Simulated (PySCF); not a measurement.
# Löwdin shares of the frontier orbitals

C2H12Si3.
Numbering: `[CH3:1][SiH2:2][CH:3]([SiH3:4])[SiH3:5]` (hydrogens: H6, H7, H8 on C1; H9, H10 on Si2; H11 on C3; H12, H13, H14 on Si4; H15, H16, H17 on Si5)

Cartesian coordinates in Å at the PBE0-D3(BJ)/def2-SVP level; atoms count from 1:
```
atom  x, y, z in Å
C1     2.671    0.747    0.018
Si2    0.995    0.723   -0.831
C3    -0.423    0.531    0.406
Si4   -0.385   -1.124    1.307
Si5   -2.096    0.842   -0.407
H6     3.471    0.924   -0.717
H7     2.716    1.551    0.770
H8     2.876   -0.208    0.525
H9     0.804    1.994   -1.602
H10    0.930   -0.413   -1.805
H11   -0.294    1.318    1.173
H12    0.936   -1.347    1.973
H13   -1.450   -1.179    2.355
H14   -0.616   -2.239    0.337
H15   -3.205    0.706    0.587
H16   -2.145    2.218   -0.991
H17   -2.322   -0.149   -1.505
```

Computed with TDDFT PBE0/def2-SVPD, vertical, gas phase, core orbitals frozen in the response (PySCF).

Kohn–Sham orbitals with the atoms that hold most of them (Löwdin shares over 4%, at most four atoms; ? is withheld):

```
orbital  ε (eV)                               atoms
 LUMO+2    0.60     Si4 26%, Si5 16%, C3 9%, Si2 8%
 LUMO+1    0.33    Si5 15%, Si2 14%, Si4 11%, C3 9%
   LUMO    0.12                                   ?
   HOMO   -8.52                                   ?
 HOMO-1   -8.61    C3 28%, Si4 15%, Si2 14%, H9 13%
 HOMO-2   -9.14    Si2 26%, H10 25%, C1 12%, C3 12%
 HOMO-3   -9.22  Si5 17%, Si2 14%, H16 13%, Si4 12%
```

**Question.** Which atoms hold the LUMO, and with what shares?

**Answer.** Si4 (bonded to C and 3 H) 16%; Si5 (bonded to C and 3 H) 15%; Si2 (bonded to 2 C and 2 H) 13%; C3 (bonded to 3 Si and H) 8%. By element: silicon 44%, carbon 8% or more.

**Question.** Give the leading atoms of the HOMO.

**Answer.** C3 (bonded to 3 Si and H) 28%; C1 (bonded to Si and 3 H) 14%; Si5 (bonded to C and 3 H) 14%; Si2 (bonded to 2 C and 2 H) 12%. By element: carbon 42%, silicon 26% or more.

**Question.** The HOMO–LUMO gap is 8.64 eV. Where does the response calculation put the lowest singlet, and from which orbitals?

**Answer.** S1 is at 7.46 eV (f = 0.034), 1.18 eV below the gap, made of HOMO→LUMO (96%). 

**Question.** Give energy, strength and leading configuration of S1, S2, S3, S4 and S7, and follow the Löwdin shares of the leading atoms from the occupied to the empty orbital.

**Answer.** 
- S1 (7.46 eV, f 0.034), HOMO→LUMO (96%): C3 28% → 8%, C1 14% → at most 8%, Si4 at most 13% → 16%, Si5 14% → 15%
- S2 (7.58 eV, f 0.0086), HOMO-1→LUMO (95%): C3 28% → 8%, Si4 15% → 16%, Si5 at most 13% → 15%
- S3 (7.69 eV, f 0.010), HOMO→LUMO+1 (92%): C3 28% → 9%, C1 14% → at most 9%, Si5 14% → 15%, Si2 12% → 14%
- S4 (7.74 eV, f 0.035), HOMO-1→LUMO+1 (88%): C3 28% → 9%, Si4 15% → 11%, Si5 at most 13% → 15%, Si2 14% → 14%
- S7 (8.12 eV, f 0.0059), HOMO-2→LUMO (89%): Si2 26% → 13%, H10 25% → at most 8%, Si4 at most 12% → 16%, Si5 at most 12% → 15%

Löwdin shares depend on the basis, the more so with diffuse functions.

One conformer stands for the species.

Without π bonds the low states are Rydberg-like; a valence basis with one diffuse set may place them up to an eV too high.
